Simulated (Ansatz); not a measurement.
H2Zn, charge +1, doublet, geometry from GFN2-xTB (such geometries of metal compounds can be far from the true shape) (a state made from the parent by changing its charge; the spin is typed, not shown lowest), atoms displaced at random by about 0.1 Å a coordinate; B3LYP/def2-SVP (Ansatz, a quantum-chemistry and plane-wave program).

The Ansatz input:
Ansatz 0.2 input:
```yaml
crystal:
  periodic: [false, false, false]
  atoms:
    - {symbol: Zn, position_ang: [-0.04081566, -0.03679641, 0.12290835]}
    - {symbol: H, position_ang: [-0.13372365, 0.00267504, -1.39978469]}
    - {symbol: H, position_ang: [-0.06337417, 0.03895443, 1.50299916]}
basis:
  gaussian:
    orbitals: def2-SVP
hamiltonian:
  xc: b3lyp
total_charge: 1
magnetization: {spin_polarized: true, initial_magnetization: 1}
relax: {f_tol: 0.1}
```

Problem. Predict the main parts of the log of this Ansatz run.

Solution. 
```
Functional definition: B3LYP
418 factors; integrals over basis functions are off by at most 3.2e-4 eV
mean field evaluation 1: about -48434.1952 eV, gradient 1.4e1 eV
mean field evaluation 2: about -48433.7636 eV, gradient 1.9e1 eV
mean field evaluation 4: about -48434.9383 eV, gradient 3.0e-1 eV
mean field evaluation 8: about -48434.9519 eV, gradient 4.6e-2 eV
mean field evaluation 16: about -48434.9519 eV, gradient 5.4e-5 eV
mean field -48434.95188873 eV, -1779.9516515215 hartree, gradient 5.4e-5 eV, S^2 0.768529; 0 other end points of the search recorded, 0 dependent functions left out
the calculation of the forces begins
reference -48434.95207207 eV, -1779.9516582589 hartree; 16, 15 occupied and 25, 26 virtual orbitals, 418 factors
relax step   1: F+E_penalty+E_count = -48434.95188873 eV  Δ(F+E_penalty+E_count) = +0.000e0 eV  max|allowed force component| = 3.710e0 eV/Å  Δτ_max = 0.0000 Å  (27 SCF iters, accepted)
these checks for a lower state are left out or cut short: starts, cluster_reference, orbital_swaps, neighbouring_geometries, increment
418 factors; integrals over basis functions are off by at most 3.7e-4 eV
mean field -48435.32125752 eV, -1779.9652255740 hartree, gradient 1.7e-5 eV, S^2 0.773266; 0 other end points of the search recorded, 0 dependent functions left out
the calculation of the forces begins
reference -48435.32145028 eV, -1779.9652326577 hartree; 16, 15 occupied and 25, 26 virtual orbitals, 418 factors
relax step   2: F+E_penalty+E_count = -48435.32125752 eV  Δ(F+E_penalty+E_count) = -3.694e-1 eV  max|allowed force component| = 1.762e0 eV/Å  Δτ_max = 0.0941 Å  (30 SCF iters, accepted)
these checks for a lower state are left out or cut short: starts, cluster_reference, orbital_swaps, neighbouring_geometries, increment
418 factors; integrals over basis functions are off by at most 6.5e-4 eV
mean field evaluation 32: about -48435.4704 eV, gradient 1.6e-5 eV
mean field -48435.47042881 eV, -1779.9707075176 hartree, gradient 1.6e-5 eV, S^2 0.784320; 0 other end points of the search recorded, 0 dependent functions left out
the calculation of the forces begins
reference -48435.47062674 eV, -1779.9707147916 hartree; 16, 15 occupied and 25, 26 virtual orbitals, 418 factors
relax step   3: F+E_penalty+E_count = -48435.47042881 eV  Δ(F+E_penalty+E_count) = -1.492e-1 eV  max|allowed force component| = 2.017e-1 eV/Å  Δτ_max = 0.1505 Å  (33 SCF iters, accepted)
these checks for a lower state are left out or cut short: starts, cluster_reference, orbital_swaps, neighbouring_geometries, increment
418 factors; integrals over basis functions are off by at most 6.1e-4 eV
mean field -48435.47668065 eV, -1779.9709372687 hartree, gradient 1.1e-5 eV, S^2 0.782029; 0 other end points of the search recorded, 0 dependent functions left out
the calculation of the forces begins
reference -48435.47687774 eV, -1779.9709445115 hartree; 16, 15 occupied and 25, 26 virtual orbitals, 418 factors
relax step   4: F+E_penalty+E_count = -48435.47668065 eV  Δ(F+E_penalty+E_count) = -6.252e-3 eV  max|allowed force component| = 4.384e-2 eV/Å  Δτ_max = 0.0815 Å  (31 SCF iters, accepted)
418 factors; integrals over basis functions are off by at most 6.1e-4 eV
mean field -48435.47668065 eV, -1779.9709372687 hartree, gradient 1.1e-5 eV, S^2 0.782029; 1 other end points of the search recorded, 0 dependent functions left out
the calculation of the forces begins
reference -48435.47687774 eV, -1779.9709445115 hartree; 16, 15 occupied and 25, 26 virtual orbitals, 418 factors
Total energy: -48435.47687774 eV, -1779.9709445115 hartree
Atom 0 at     0.076559    -0.161188     0.075747 Å, force    -0.005556     0.005150    -0.017281 eV/Å
Atom 1 at    -0.194003     0.060010    -1.548726 Å, force     0.004818    -0.003375     0.043839 eV/Å
Atom 2 at    -0.120469     0.106010     1.699102 Å, force     0.000738    -0.001775    -0.026558 eV/Å
Dipole moment:     0.027403    -0.028785    -0.004238 e Å
```
